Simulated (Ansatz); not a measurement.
# Molecular dynamics of ClH7OSi2

Input:

```yaml
crystal:
  periodic: [false, false, false]
  atoms:
    - { symbol: Si, position_ang: [-0.777497, 0.942378, -0.494524] }
    - { symbol: Cl, position_ang: [1.125521, 1.256009, 1.173427] }
    - { symbol: O, position_ang: [-0.50502, -0.662514, -0.410559] }
    - { symbol: Si, position_ang: [0.342307, -1.805307, 0.498341] }
    - { symbol: H, position_ang: [-1.385615, 1.081708, -1.851464] }
    - { symbol: H, position_ang: [-1.611064, 1.680525, 0.478687] }
    - { symbol: H, position_ang: [0.784662, 1.921644, -0.402595] }
    - { symbol: H, position_ang: [0.349941, 2.081024, -1.174507] }
    - { symbol: H, position_ang: [1.786576, -1.76867, 0.145416] }
    - { symbol: H, position_ang: [0.126223, -1.612031, 1.956749] }
    - { symbol: H, position_ang: [-0.235934, -3.114565, 0.081131] }
basis:
  gaussian: { orbitals: def2-SVP }
hamiltonian:
  xc: pbe0
md:
  timestep: 0.5
  n_steps: 200
  ensemble: nve
  temperature: 100.0
  initial_velocities: maxwell_boltzmann
  seed: 2635
```

Command:

```bash
$ ansatz run input.yaml --threads 2 --pin off --max-ram 3072MiB --backend cpu --events-out ev --progress --plain --runs-dir out
```

It starts at the highest image of a converged band. Of that band: Neighbouring images differ by up to 2.0 eV, so the band resolves the path poorly. A vibrational analysis at the climbing image gives one clearly imaginary mode, 805i cm⁻¹: a first-order saddle point.

Output, in part (one step line in 3, the closing report, with atoms numbered from 0):

```
md step     0: t =     0.00 fs  T =   100.0 K  F+E_penalty+E_count = -30415.56653063 eV  E_kin = 0.116334 eV  conserved = -30415.45019664 eV  (25 SCF iters)
md step     3: t =     1.50 fs  T =    87.7 K  F+E_penalty+E_count = -30415.55203822 eV  E_kin = 0.101970 eV  conserved = -30415.45006840 eV  (22 SCF iters)
md step     6: t =     3.00 fs  T =    63.4 K  F+E_penalty+E_count = -30415.52360659 eV  E_kin = 0.073738 eV  conserved = -30415.44986858 eV  (22 SCF iters)
md step     9: t =     4.50 fs  T =    49.0 K  F+E_penalty+E_count = -30415.50680626 eV  E_kin = 0.056952 eV  conserved = -30415.44985419 eV  (22 SCF iters)
md step    12: t =     6.00 fs  T =    46.3 K  F+E_penalty+E_count = -30415.50392547 eV  E_kin = 0.053911 eV  conserved = -30415.45001434 eV  (23 SCF iters)
md step    15: t =     7.50 fs  T =    39.6 K  F+E_penalty+E_count = -30415.49606965 eV  E_kin = 0.046012 eV  conserved = -30415.45005742 eV  (23 SCF iters)
md step    18: t =     9.00 fs  T =    26.6 K  F+E_penalty+E_count = -30415.48071422 eV  E_kin = 0.030894 eV  conserved = -30415.44982063 eV  (23 SCF iters)
md step    21: t =    10.50 fs  T =    31.2 K  F+E_penalty+E_count = -30415.48609235 eV  E_kin = 0.036300 eV  conserved = -30415.44979262 eV  (22 SCF iters)
md step    24: t =    12.00 fs  T =    56.2 K  F+E_penalty+E_count = -30415.51538648 eV  E_kin = 0.065352 eV  conserved = -30415.45003434 eV  (22 SCF iters)
md step    27: t =    13.50 fs  T =    77.4 K  F+E_penalty+E_count = -30415.54013735 eV  E_kin = 0.090081 eV  conserved = -30415.45005665 eV  (22 SCF iters)
md step    30: t =    15.00 fs  T =    90.2 K  F+E_penalty+E_count = -30415.55486444 eV  E_kin = 0.104916 eV  conserved = -30415.44994804 eV  (23 SCF iters)
md step    33: t =    16.50 fs  T =   105.2 K  F+E_penalty+E_count = -30415.57237010 eV  E_kin = 0.122431 eV  conserved = -30415.44993945 eV  (22 SCF iters)
md step    36: t =    18.00 fs  T =   123.0 K  F+E_penalty+E_count = -30415.59313842 eV  E_kin = 0.143040 eV  conserved = -30415.45009839 eV  (23 SCF iters)
md step    39: t =    19.50 fs  T =   132.5 K  F+E_penalty+E_count = -30415.60401482 eV  E_kin = 0.154100 eV  conserved = -30415.44991462 eV  (23 SCF iters)
md step    42: t =    21.00 fs  T =   156.2 K  F+E_penalty+E_count = -30415.63150125 eV  E_kin = 0.181711 eV  conserved = -30415.44978977 eV  (23 SCF iters)
md step    45: t =    22.50 fs  T =   201.8 K  F+E_penalty+E_count = -30415.68503553 eV  E_kin = 0.234818 eV  conserved = -30415.45021782 eV  (23 SCF iters)
md step    48: t =    24.00 fs  T =   235.3 K  F+E_penalty+E_count = -30415.72353523 eV  E_kin = 0.273712 eV  conserved = -30415.44982371 eV  (23 SCF iters)
md step    51: t =    25.50 fs  T =   290.0 K  F+E_penalty+E_count = -30415.78704241 eV  E_kin = 0.337381 eV  conserved = -30415.44966158 eV  (23 SCF iters)
md step    54: t =    27.00 fs  T =   379.7 K  F+E_penalty+E_count = -30415.89195838 eV  E_kin = 0.441693 eV  conserved = -30415.45026571 eV  (24 SCF iters)
md step    57: t =    28.50 fs  T =   459.3 K  F+E_penalty+E_count = -30415.98411969 eV  E_kin = 0.534315 eV  conserved = -30415.44980468 eV  (24 SCF iters)
md step    60: t =    30.00 fs  T =   564.1 K  F+E_penalty+E_count = -30416.10641649 eV  E_kin = 0.656264 eV  conserved = -30415.45015251 eV  (24 SCF iters)
md step    63: t =    31.50 fs  T =   668.9 K  F+E_penalty+E_count = -30416.22834845 eV  E_kin = 0.778113 eV  conserved = -30415.45023534 eV  (24 SCF iters)
md step    66: t =    33.00 fs  T =   764.2 K  F+E_penalty+E_count = -30416.33867866 eV  E_kin = 0.889068 eV  conserved = -30415.44961073 eV  (23 SCF iters)
md step    69: t =    34.50 fs  T =   900.6 K  F+E_penalty+E_count = -30416.49804576 eV  E_kin = 1.047726 eV  conserved = -30415.45031985 eV  (24 SCF iters)
md step    72: t =    36.00 fs  T =  1023.1 K  F+E_penalty+E_count = -30416.64027976 eV  E_kin = 1.190246 eV  conserved = -30415.45003400 eV  (24 SCF iters)
md step    75: t =    37.50 fs  T =  1154.3 K  F+E_penalty+E_count = -30416.79297119 eV  E_kin = 1.342885 eV  conserved = -30415.45008607 eV  (23 SCF iters)
md step    78: t =    39.00 fs  T =  1289.3 K  F+E_penalty+E_count = -30416.95036307 eV  E_kin = 1.499940 eV  conserved = -30415.45042266 eV  (23 SCF iters)
md step    81: t =    40.50 fs  T =  1400.5 K  F+E_penalty+E_count = -30417.07906208 eV  E_kin = 1.629295 eV  conserved = -30415.44976661 eV  (23 SCF iters)
md step    84: t =    42.00 fs  T =  1537.4 K  F+E_penalty+E_count = -30417.23902295 eV  E_kin = 1.788492 eV  conserved = -30415.45053117 eV  (23 SCF iters)
md step    87: t =    43.50 fs  T =  1638.1 K  F+E_penalty+E_count = -30417.35604734 eV  E_kin = 1.905647 eV  conserved = -30415.45040022 eV  (25 SCF iters)
md step    90: t =    45.00 fs  T =  1711.5 K  F+E_penalty+E_count = -30417.44150656 eV  E_kin = 1.991089 eV  conserved = -30415.45041739 eV  (23 SCF iters)
md step    93: t =    46.50 fs  T =  1752.8 K  F+E_penalty+E_count = -30417.49001354 eV  E_kin = 2.039137 eV  conserved = -30415.45087673 eV  (23 SCF iters)
md step    96: t =    48.00 fs  T =  1726.6 K  F+E_penalty+E_count = -30417.45876836 eV  E_kin = 2.008568 eV  conserved = -30415.45020057 eV  (23 SCF iters)
md step    99: t =    49.50 fs  T =  1684.7 K  F+E_penalty+E_count = -30417.41074283 eV  E_kin = 1.959834 eV  conserved = -30415.45090860 eV  (23 SCF iters)
md step   102: t =    51.00 fs  T =  1573.0 K  F+E_penalty+E_count = -30417.28061985 eV  E_kin = 1.829902 eV  conserved = -30415.45071770 eV  (24 SCF iters)
md step   105: t =    52.50 fs  T =  1414.0 K  F+E_penalty+E_count = -30417.09531928 eV  E_kin = 1.644974 eV  conserved = -30415.45034517 eV  (25 SCF iters)
md step   108: t =    54.00 fs  T =  1243.4 K  F+E_penalty+E_count = -30416.89702208 eV  E_kin = 1.446476 eV  conserved = -30415.45054634 eV  (25 SCF iters)
md step   111: t =    55.50 fs  T =  1060.9 K  F+E_penalty+E_count = -30416.68364857 eV  E_kin = 1.234138 eV  conserved = -30415.44951047 eV  (22 SCF iters)
md step   114: t =    57.00 fs  T =   958.3 K  F+E_penalty+E_count = -30416.56477382 eV  E_kin = 1.114869 eV  conserved = -30415.44990433 eV  (22 SCF iters)
md step   117: t =    58.50 fs  T =   913.5 K  F+E_penalty+E_count = -30416.51241659 eV  E_kin = 1.062660 eV  conserved = -30415.44975678 eV  (22 SCF iters)
md step   120: t =    60.00 fs  T =   945.0 K  F+E_penalty+E_count = -30416.54893935 eV  E_kin = 1.099411 eV  conserved = -30415.44952826 eV  (22 SCF iters)
md step   123: t =    61.50 fs  T =  1063.5 K  F+E_penalty+E_count = -30416.68741729 eV  E_kin = 1.237159 eV  conserved = -30415.45025854 eV  (25 SCF iters)
md step   126: t =    63.00 fs  T =  1207.2 K  F+E_penalty+E_count = -30416.85415011 eV  E_kin = 1.404376 eV  conserved = -30415.44977399 eV  (25 SCF iters)
md step   129: t =    64.50 fs  T =  1399.1 K  F+E_penalty+E_count = -30417.07824240 eV  E_kin = 1.627612 eV  conserved = -30415.45063001 eV  (23 SCF iters)
md step   132: t =    66.00 fs  T =  1558.1 K  F+E_penalty+E_count = -30417.26336565 eV  E_kin = 1.812555 eV  conserved = -30415.45081027 eV  (24 SCF iters)
md step   135: t =    67.50 fs  T =  1665.2 K  F+E_penalty+E_count = -30417.38759539 eV  E_kin = 1.937167 eV  conserved = -30415.45042803 eV  (23 SCF iters)
md step   138: t =    69.00 fs  T =  1739.1 K  F+E_penalty+E_count = -30417.47412961 eV  E_kin = 2.023132 eV  conserved = -30415.45099806 eV  (23 SCF iters)
md step   141: t =    70.50 fs  T =  1739.1 K  F+E_penalty+E_count = -30417.47328884 eV  E_kin = 2.023127 eV  conserved = -30415.45016204 eV  (23 SCF iters)
md step   144: t =    72.00 fs  T =  1726.7 K  F+E_penalty+E_count = -30417.45939116 eV  E_kin = 2.008784 eV  conserved = -30415.45060702 eV  (23 SCF iters)
md step   147: t =    73.50 fs  T =  1666.6 K  F+E_penalty+E_count = -30417.38949181 eV  E_kin = 1.938873 eV  conserved = -30415.45061875 eV  (23 SCF iters)
md step   150: t =    75.00 fs  T =  1566.5 K  F+E_penalty+E_count = -30417.27234534 eV  E_kin = 1.822375 eV  conserved = -30415.44997081 eV  (23 SCF iters)
md step   153: t =    76.50 fs  T =  1474.1 K  F+E_penalty+E_count = -30417.16535904 eV  E_kin = 1.714874 eV  conserved = -30415.45048514 eV  (23 SCF iters)
md step   156: t =    78.00 fs  T =  1361.4 K  F+E_penalty+E_count = -30417.03338683 eV  E_kin = 1.583744 eV  conserved = -30415.44964237 eV  (22 SCF iters)
md step   159: t =    79.50 fs  T =  1292.7 K  F+E_penalty+E_count = -30416.95395622 eV  E_kin = 1.503843 eV  conserved = -30415.45011364 eV  (22 SCF iters)
md step   162: t =    81.00 fs  T =  1230.0 K  F+E_penalty+E_count = -30416.88121423 eV  E_kin = 1.430926 eV  conserved = -30415.45028796 eV  (24 SCF iters)
md step   165: t =    82.50 fs  T =  1166.6 K  F+E_penalty+E_count = -30416.80685357 eV  E_kin = 1.357189 eV  conserved = -30415.44966419 eV  (22 SCF iters)
md step   168: t =    84.00 fs  T =  1142.9 K  F+E_penalty+E_count = -30416.78003243 eV  E_kin = 1.329633 eV  conserved = -30415.45039927 eV  (22 SCF iters)
md step   171: t =    85.50 fs  T =  1109.2 K  F+E_penalty+E_count = -30416.74013236 eV  E_kin = 1.290430 eV  conserved = -30415.44970275 eV  (22 SCF iters)
md step   174: t =    87.00 fs  T =  1112.1 K  F+E_penalty+E_count = -30416.74391706 eV  E_kin = 1.293718 eV  conserved = -30415.45019860 eV  (23 SCF iters)
md step   177: t =    88.50 fs  T =  1107.5 K  F+E_penalty+E_count = -30416.73891666 eV  E_kin = 1.288410 eV  conserved = -30415.45050633 eV  (24 SCF iters)
md step   180: t =    90.00 fs  T =  1077.4 K  F+E_penalty+E_count = -30416.70312325 eV  E_kin = 1.253326 eV  conserved = -30415.44979774 eV  (23 SCF iters)
md step   183: t =    91.50 fs  T =  1068.2 K  F+E_penalty+E_count = -30416.69323915 eV  E_kin = 1.242730 eV  conserved = -30415.45050952 eV  (25 SCF iters)
md step   186: t =    93.00 fs  T =  1036.2 K  F+E_penalty+E_count = -30416.65523232 eV  E_kin = 1.205476 eV  conserved = -30415.44975655 eV  (22 SCF iters)
md step   189: t =    94.50 fs  T =  1035.0 K  F+E_penalty+E_count = -30416.65415945 eV  E_kin = 1.204048 eV  conserved = -30415.45011184 eV  (24 SCF iters)
md step   192: t =    96.00 fs  T =  1035.2 K  F+E_penalty+E_count = -30416.65472187 eV  E_kin = 1.204320 eV  conserved = -30415.45040139 eV  (24 SCF iters)
md step   195: t =    97.50 fs  T =  1023.5 K  F+E_penalty+E_count = -30416.64024643 eV  E_kin = 1.190649 eV  conserved = -30415.44959731 eV  (23 SCF iters)
md step   198: t =    99.00 fs  T =  1053.7 K  F+E_penalty+E_count = -30416.67622308 eV  E_kin = 1.225830 eV  conserved = -30415.45039354 eV  (23 SCF iters)
md step   200: t =   100.00 fs  T =  1066.8 K  F+E_penalty+E_count = -30416.69102983 eV  E_kin = 1.241073 eV  conserved = -30415.44995709 eV  (25 SCF iters)
Total energy: -30416.69106907 eV, -1117.7927796144 hartree
Atom 0 at    -0.689164     0.751864    -0.365282 Å, force     1.451165     0.302081     2.204372 eV/Å
Atom 1 at     1.104770     1.453614     1.167393 Å, force    -2.252667    -0.859595    -1.766901 eV/Å
Atom 2 at    -0.681885    -0.897715    -0.261924 Å, force     0.851496    -0.017566     0.079348 eV/Å
Atom 3 at     0.277682    -2.136186     0.486625 Å, force    -1.067884     0.322314    -0.507010 eV/Å
Atom 4 at    -0.316774     1.483085    -1.587991 Å, force     0.313172    -0.348887    -0.351633 eV/Å
Atom 5 at    -2.043296     1.253432     0.029113 Å, force     0.316742    -0.072638     0.262609 eV/Å
Atom 6 at     2.138214     8.269519    -3.178520 Å, force    -0.686950    -0.174287    -0.374828 eV/Å
Atom 7 at     1.465712     8.099553    -3.545893 Å, force     0.686861     0.174326     0.374724 eV/Å
Atom 8 at     1.710844    -1.965458     0.124230 Å, force    -0.054402    -0.017497     0.020537 eV/Å
Atom 9 at     0.009942    -2.081391     1.943913 Å, force     0.181944     0.116613     0.126244 eV/Å
Atom 10 at    -0.273431    -3.478385     0.027112 Å, force     0.260523     0.575137    -0.067462 eV/Å
Dipole moment:    -0.275839    -0.292757    -0.333503 e Å
```

The run went to its last step. The conserved energy stayed within 0.085 meV per atom of its start (net change 0.022 meV per atom), so the integration is sound. The system heated up, since it started high on the potential surface and ran downhill. A run of 0.1 ps of so small a system gives no equilibrium averages. The orbitals stay closed-shell, which can raise the energy where a bond breaks towards radicals; this wasn't checked here.

The step under study would form Si1–H8, Cl2–H7 and break Si1–Cl2, H7–H8. These pairs go: Si1–H8 1.74 → 8.29 Å, Cl2–H7 1.74 → 8.15 Å, Si1–Cl2 2.55 → 2.46 Å, H7–H8 0.90 → 0.78 Å. In the last frame they stand as before the step (other bonds may differ from the relaxed reactants and products). It ends as ClH5OSi2 + H2. Pairs count as bonded within 1.25 times the sum of covalent radii (0.12 Å more for H–H).

Last frame:

```xyz
11
Properties=species:S:1:pos:R:3
Si -0.689 0.752 -0.365
Cl 1.105 1.454 1.167
O -0.682 -0.898 -0.262
Si 0.278 -2.136 0.487
H -0.317 1.483 -1.588
H -2.043 1.253 0.029
H 2.138 8.270 -3.179
H 1.466 8.100 -3.546
H 1.711 -1.966 0.124
H 0.010 -2.081 1.944
H -0.273 -3.478 0.027
```

Run time: 8.9 min on 2 threads of Intel(R) Xeon(R) Processor @ 2.70GHz, with other jobs on the host, peak memory 0.24 GiB.
